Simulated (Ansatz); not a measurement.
`[TeH][SiH]1CC1` + PH₃ → `P[TeH]` + `C1C[SiH2]1` at 600 K and 1 bar (ligand exchange at a Te–Si bond).

Gas-phase electronic energies from Ansatz, PBE0-D4/def2-TZVP geometries. CBS: MP2 limit from def2 TZ/QZ plus the TZ coupled-cluster correction, frozen cores. This one scheme is used for every species. Elements past krypton have def2 core potentials. For Te outer-core shells are correlated without core-valence functions, which leaves a few kJ/mol of doubt a bond.

| species | CCSD(T)/CBS energy (Eh) | H − E (kJ/mol) | S (J/(mol·K)) |
| --- | --- | --- | --- |
| `[TeH][SiH]1CC1` | -636.50106 | 239.4 | 429.6 |
| PH₃ | -342.72256 | 86.3 | 240.2 |
| `P[TeH]` | -610.46278 | 98.4 | 337.9 |
| `C1C[SiH2]1` | -368.74760 | 226.4 | 334.3 |

H − E and S are ideal-gas, rigid-rotor, harmonic terms from PBE0-D4/def2-TZVP, for one conformer and one mirror image of each species. 1 Eh = 2625.50 kJ/mol, R = 8.31446 J/(mol·K).

Task: By hand: ΔE, ΔH, ΔS and ΔG.

Result: ΔE = (-610.46278) + (-368.74760) − (-636.50106) − (-342.72256) = 0.01324 Eh = 34.8 kJ/mol. Δ(H − E) = 98.4 + 226.4 − 239.4 − 86.3 = -0.9, so ΔH = 33.9 kJ/mol. ΔS = 337.9 + 334.3 − 429.6 − 240.2 = 2.4 J/(mol·K). ΔG = 33.9 − 600 × (2.4)/1000 = 32.5 kJ/mol.

Task: By hand: the equilibrium constant, and the temperature at which ΔG would vanish if ΔH and ΔS stayed fixed.

Result: log₁₀ K = −ΔG/(RT ln 10) = -2.8. ΔG = 0 at ΔH/ΔS = 14125 K, far beyond where these terms or the molecules hold.

The number of gas molecules stays the same, so ΔS is small and ΔH decides. A doubt of 5 kJ/mol in ΔE shifts log₁₀ K by 0.4 here. Other conformers and mirror images would add mixing entropy, several J/(mol·K) or more a flexible species. These are equilibria of isolated gas molecules and say nothing of rates. Largest T1 diagnostic: 0.013 (customary marks: 0.02 for closed shells, 0.045 for open ones).
